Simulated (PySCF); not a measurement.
PySCF job for C₄H₁₀O, SMILES CCOCC (connectivity only; charge and spin as stated), charge +1, multiplicity 2, TDA-PBE/def2-SVPD. The structure is a stationary point at TPSSh-D3(BJ)/def2-SVP. The spin state was assumed, not searched. One conformer was computed; it need not be the lowest.

```python
import numpy as np
from pyscf import gto, scf, dft, tdscf

mol = gto.M(
    atom='''
    C    -0.27102057    2.30823901   -0.04049804
    C     0.63956088    1.04721355   -0.16295755
    O    -0.00000000   -0.00000000    0.53001706
    C    -0.63956088   -1.04721354   -0.16295755
    C     0.27102057   -2.30823902   -0.04049804
    H    -1.21509128    2.14069754   -0.57577329
    H    -0.45826688    2.54984568    1.01314721
    H     0.29721394    3.12220600   -0.51607969
    H     0.81280881    0.76983875   -1.21292280
    H     1.57253080    1.24061065    0.39229388
    H    -0.81280881   -0.76983875   -1.21292280
    H    -1.57253080   -1.24061066    0.39229388
    H    -0.29721395   -3.12220601   -0.51607969
    H     0.45826688   -2.54984568    1.01314720
    H     1.21509128   -2.14069754   -0.57577330
    ''',
    basis='def2-SVPD',
    charge=1,
    spin=1,
    max_memory=1600,
    verbose=4,
)
mf = dft.UKS(mol, xc='pbe').density_fit(auxbasis='def2-universal-jkfit')
mf.grids.level = 3
mf.conv_tol = 1e-9
mf.max_cycle = 100
mf.kernel()
fine, coarse = mf.grids, dft.Grids(mol).set(level=1).build(with_non0tab=True)
for _ in range(3):  # follow internal instabilities
    mf.grids = coarse
    mo, _, stable, _ = mf.stability(return_status=True, nroots=4)
    mf.grids = fine
    if stable:
        break
    mf.kernel(mf.make_rdm1(mo, mf.mo_occ))
mf.grids = dft.Grids(mol).set(level=1).build(with_non0tab=True)  # coarser grid for the response kernel
td = tdscf.TDA(mf)
td.nstates = 10
td.conv_tol = 1e-4
td.positive_eig_threshold = 1e-6
td.kernel(x0=td.get_init_guess(mf, 15))
td.analyze()
```

Program output:

```
PySCF version 2.14.0

[INPUT] verbose = 4
[INPUT] num. atoms = 15
[INPUT] num. electrons = 41
[INPUT] charge = 1
[INPUT] spin (= nelec alpha-beta = 2S) = 1
[INPUT] symmetry False subgroup None
[INPUT] Mole.unit = angstrom
[INPUT] Symbol           X                Y                Z      unit          X                Y                Z       unit  Magmom
[INPUT]  1 C     -0.271020570000   2.308239010000  -0.040498040000 AA   -0.512154651424   4.361939558937  -0.076530204182 Bohr   0.0
[INPUT]  2 C      0.639560880000   1.047213550000  -0.162957550000 AA    1.208594903186   1.978946803434  -0.307945139430 Bohr   0.0
[INPUT]  3 O      0.000000000000   0.000000000000   0.530017060000 AA    0.000000000000   0.000000000000   1.001587084747 Bohr   0.0
[INPUT]  4 C     -0.639560880000  -1.047213540000  -0.162957550000 AA   -1.208594903186  -1.978946784536  -0.307945139430 Bohr   0.0
[INPUT]  5 C      0.271020570000  -2.308239020000  -0.040498040000 AA    0.512154651424  -4.361939577834  -0.076530204182 Bohr   0.0
[INPUT]  6 H     -1.215091280000   2.140697540000  -0.575773290000 AA   -2.296189735547   4.045332066130  -1.088053827940 Bohr   0.0
[INPUT]  7 H     -0.458266880000   2.549845680000   1.013147210000 AA   -0.865998895159   4.818509995105   1.914570750767 Bohr   0.0
[INPUT]  8 H      0.297213940000   3.122206000000  -0.516079690000 AA    0.561652947003   5.900114244474  -0.975249272550 Bohr   0.0
[INPUT]  9 H      0.812808810000   0.769838750000  -1.212922800000 AA    1.535986042534   1.454784397578  -2.292091902241 Bohr   0.0
[INPUT] 10 H      1.572530800000   1.240610650000   0.392293880000 AA    2.971652534443   2.344414355719   0.741327993543 Bohr   0.0
[INPUT] 11 H     -0.812808810000  -0.769838750000  -1.212922800000 AA   -1.535986042534  -1.454784397578  -2.292091902241 Bohr   0.0
[INPUT] 12 H     -1.572530800000  -1.240610660000   0.392293880000 AA   -2.971652534443  -2.344414374616   0.741327993543 Bohr   0.0
[INPUT] 13 H     -0.297213950000  -3.122206010000  -0.516079690000 AA   -0.561652965900  -5.900114263371  -0.975249272550 Bohr   0.0
[INPUT] 14 H      0.458266880000  -2.549845680000   1.013147200000 AA    0.865998895159  -4.818509995105   1.914570731870 Bohr   0.0
[INPUT] 15 H      1.215091280000  -2.140697540000  -0.575773300000 AA    2.296189735547  -4.045332066130  -1.088053846837 Bohr   0.0

nuclear repulsion = 190.287815991901
number of shells = 81
number of NR pGTOs = 253
number of NR cGTOs = 183
basis = def2-SVPD
ecp = {}


[settings echo left out]
init E= -233.201528714399
  alpha nocc = 21  HOMO = -0.318833698921732  LUMO = -0.0250513049206322
  beta  nocc = 20  HOMO = -0.36645107527953  LUMO = -0.31883369892173

WARN: HOMO -0.318833698921732 >= LUMO -0.31883369892173

cycle= 1 E= -232.825831264564  delta_E= 0.376  |g|= 0.264  |ddm|=  3.5
  alpha nocc = 21  HOMO = -0.463239642528503  LUMO = -0.174209980655935
  beta  nocc = 20  HOMO = -0.48268897270906  LUMO = -0.429135060335476
  HOMO = -0.463239642529  LUMO = -0.429135060335  gap/eV = 0.92803
cycle= 2 E= -232.793788797738  delta_E= 0.032  |g|= 0.352  |ddm|= 0.867
  alpha nocc = 21  HOMO = -0.479603932477745  LUMO = -0.167047117108832
  beta  nocc = 20  HOMO = -0.499847412516358  LUMO = -0.440258978141656
  HOMO = -0.479603932478  LUMO = -0.440258978142  gap/eV = 1.07063
cycle= 3 E= -232.859475909784  delta_E= -0.0657  |g|= 0.0607  |ddm|= 0.455
  alpha nocc = 21  HOMO = -0.487546945407445  LUMO = -0.169133632214691
  beta  nocc = 20  HOMO = -0.506092316053436  LUMO = -0.44821319655766
  HOMO = -0.487546945407  LUMO = -0.448213196558  gap/eV = 1.07033
cycle= 4 E= -232.86025587521  delta_E= -0.00078  |g|= 0.0473  |ddm|= 0.0918
  alpha nocc = 21  HOMO = -0.483764227771005  LUMO = -0.168627724285045
  beta  nocc = 20  HOMO = -0.503920538286094  LUMO = -0.442536056723804
  HOMO = -0.483764227771  LUMO = -0.442536056724  gap/eV = 1.12188
cycle= 5 E= -232.861135613546  delta_E= -0.00088  |g|= 0.0114  |ddm|= 0.0458
  alpha nocc = 21  HOMO = -0.483847525777556  LUMO = -0.16826673453615
  beta  nocc = 20  HOMO = -0.503613597653781  LUMO = -0.442027392154023
  HOMO = -0.483847525778  LUMO = -0.442027392154  gap/eV = 1.13798
cycle= 6 E= -232.861186686137  delta_E= -5.11e-05  |g|= 0.00294  |ddm|= 0.0127
  alpha nocc = 21  HOMO = -0.484518409575238  LUMO = -0.16852841199376
  beta  nocc = 20  HOMO = -0.503968357473698  LUMO = -0.442521931541901
  HOMO = -0.484518409575  LUMO = -0.442521931542  gap/eV = 1.14278
cycle= 7 E= -232.861191175114  delta_E= -4.49e-06  |g|= 0.000768  |ddm|= 0.00437
  alpha nocc = 21  HOMO = -0.484475958719214  LUMO = -0.168463001707658
  beta  nocc = 20  HOMO = -0.503877508012775  LUMO = -0.442400935731166
  HOMO = -0.484475958719  LUMO = -0.442400935731  gap/eV = 1.14492
cycle= 8 E= -232.861191485396  delta_E= -3.1e-07  |g|= 0.000224  |ddm|= 0.00135
  alpha nocc = 21  HOMO = -0.484509178530976  LUMO = -0.16848911361768
  beta  nocc = 20  HOMO = -0.503906437211279  LUMO = -0.442420179180004
  HOMO = -0.484509178531  LUMO = -0.44242017918  gap/eV = 1.14530
cycle= 9 E= -232.8611915186  delta_E= -3.32e-08  |g|= 4.65e-05  |ddm|= 0.000508
  alpha nocc = 21  HOMO = -0.484507965796238  LUMO = -0.168487002504917
  beta  nocc = 20  HOMO = -0.503904775685484  LUMO = -0.442419103858037
  HOMO = -0.484507965796  LUMO = -0.442419103858  gap/eV = 1.14530
cycle= 10 E= -232.861191519969  delta_E= -1.37e-09  |g|= 1.66e-05  |ddm|= 0.000112
  alpha nocc = 21  HOMO = -0.484506693925608  LUMO = -0.168486909898566
  beta  nocc = 20  HOMO = -0.503903514541122  LUMO = -0.44241830266576
  HOMO = -0.484506693926  LUMO = -0.442418302666  gap/eV = 1.14528
cycle= 11 E= -232.861191520144  delta_E= -1.75e-10  |g|= 4.25e-06  |ddm|= 3.45e-05
  alpha nocc = 21  HOMO = -0.48450649285029  LUMO = -0.168486873128773
  beta  nocc = 20  HOMO = -0.5039035685602  LUMO = -0.442418270215101
  HOMO = -0.48450649285  LUMO = -0.442418270215  gap/eV = 1.14528
Extra cycle  E= -232.861191520139  delta_E= 5.06e-12  |g|= 6.12e-06  |ddm|= 1.28e-05
converged SCF energy = -232.861191520139  <S^2> = 0.75182845  2S+1 = 2.0018276
tot grids = 50624
uhf_internal: lowest eigs of H = [1.06205932 1.06299051 1.06941546 1.07006665]
<class 'pyscf.df.df_jk.DFUKS'> wavefunction is stable in the internal stability analysis
tot grids = 50624
Overwritten attributes  positive_eig_threshold  of <class 'pyscf.tdscf.uks.TDA'>


******** <class 'pyscf.tdscf.uks.TDA'> for <class 'pyscf.df.df_jk.DFUKS'> ********
nstates = 10
deg_eia_thresh = 1.000e-03
wfnsym = None
conv_tol = 0.0001
eigh lindep = 1e-12
eigh level_shift = 0
eigh max_cycle = 100


Excitation energies (eV)
[1.68605995 1.97118891 2.50948441 2.65619138 3.01195418 3.73000902
 4.07357264 5.43780239 6.18857585 6.68336228]

** Excitation energies and oscillator strengths **
Excited State   1:      1.68606 eV    735.35 nm  f=0.0027
      20b ->   21b     -0.99432
Excited State   2:      1.97119 eV    628.98 nm  f=0.0002
      19b ->   21b     -0.99747
Excited State   3:      2.50948 eV    494.06 nm  f=0.0000
      18b ->   21b      0.99692
Excited State   4:      2.65619 eV    466.77 nm  f=0.0007
      16b ->   21b     -0.47834
      17b ->   21b     -0.87441
Excited State   5:      3.01195 eV    411.64 nm  f=0.0016
      15b ->   21b     -0.96085
      16b ->   21b      0.21601
      17b ->   21b     -0.16490
Excited State   6:      3.73001 eV    332.40 nm  f=0.3386
      15b ->   21b     -0.26681
      16b ->   21b     -0.83777
      17b ->   21b      0.43612
Excited State   7:      4.07357 eV    304.36 nm  f=0.0028
      13b ->   21b     -0.27751
      14b ->   21b      0.95527
Excited State   8:      5.43780 eV    228.00 nm  f=0.0033
      11b ->   21b      0.23112
      13b ->   21b      0.92215
      14b ->   21b      0.24338
Excited State   9:      6.18858 eV    200.34 nm  f=0.0146
      12b ->   21b      0.99520
Excited State  10:      6.68336 eV    185.51 nm  f=0.0043
      11b ->   21b     -0.96314
      13b ->   21b      0.19078

** Transition electric dipole moments (AU) **
state          X           Y           Z        Dip. S.      Osc.
  1        -0.0912     -0.2377      0.0000      0.0648      0.0027
  2         0.0000      0.0000      0.0581      0.0034      0.0002
  3         0.0000      0.0000     -0.0255      0.0007      0.0000
  4        -0.0266     -0.1032     -0.0000      0.0114      0.0007
  5        -0.1406      0.0479      0.0000      0.0221      0.0016
  6         0.1666      1.9177      0.0000      3.7055      0.3386
  7        -0.0000     -0.0000      0.1670      0.0279      0.0028
  8         0.0000      0.0000      0.1565      0.0245      0.0033
  9        -0.3068     -0.0458     -0.0000      0.0962      0.0146
 10         0.0000      0.0000      0.1620      0.0262      0.0043

** Transition velocity dipole moments (imaginary part, AU) **
state          X           Y           Z        Dip. S.      Osc.
  1         0.0288      0.0103     -0.0000      0.0009      0.0101
  2        -0.0000     -0.0000     -0.0174      0.0003      0.0028
  3        -0.0000      0.0000     -0.0096      0.0001      0.0007
  4         0.0150     -0.0011     -0.0000      0.0002      0.0015
  5         0.0314     -0.0061     -0.0000      0.0010      0.0061
  6        -0.0273      0.0315     -0.0000      0.0017      0.0084
  7         0.0000     -0.0000     -0.0317      0.0010      0.0045
  8        -0.0000      0.0000     -0.0608      0.0037      0.0124
  9        -0.0020     -0.0048      0.0000      0.0000      0.0001
 10        -0.0000      0.0000     -0.0319      0.0010      0.0028

** Transition magnetic dipole moments (imaginary part, AU) **
state          X           Y           Z
  1         0.4849      0.6909      0.0000
  2        -0.0000     -0.0000      0.3981
  3         0.0000      0.0000     -0.3325
  4        -0.0735     -0.1843     -0.0000
  5         0.0288      0.2216     -0.0000
  6         0.1631     -0.0084      0.0000
  7        -0.0000     -0.0000      0.2512
  8         0.0000     -0.0000      0.3288
  9        -0.1946     -0.0446      0.0000
 10         0.0000      0.0000     -0.4409
```

The calculation finished and met its thresholds.
